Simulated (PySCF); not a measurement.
A structure optimised at PBE-D3(BJ)/def2-SVP, used in a PySCF frequency run:

```xyz
11

C     -1.4264    -1.0608    -0.1103
Si    -0.0812     0.2430    -0.3167
C      1.6377    -0.5392     0.0119
O     -0.1001     1.4378     0.8478
H     -1.3077    -1.8587    -0.8729
H     -1.3765    -1.5190     0.8975
H     -2.4324    -0.6130    -0.2395
H     -0.0883     0.7881    -1.7258
H      1.6679    -0.9736     1.0288
H      2.4410     0.2122    -0.1000
H      1.7655    -1.3405    -0.7458
```
Charge 0, spin multiplicity 2.

Write its SMILES and formula.

C[SiH](C)[O], C2H7OSi

What are its rotational constants (standard atomic weights)?

6.4948, 5.2342, 3.4585 GHz
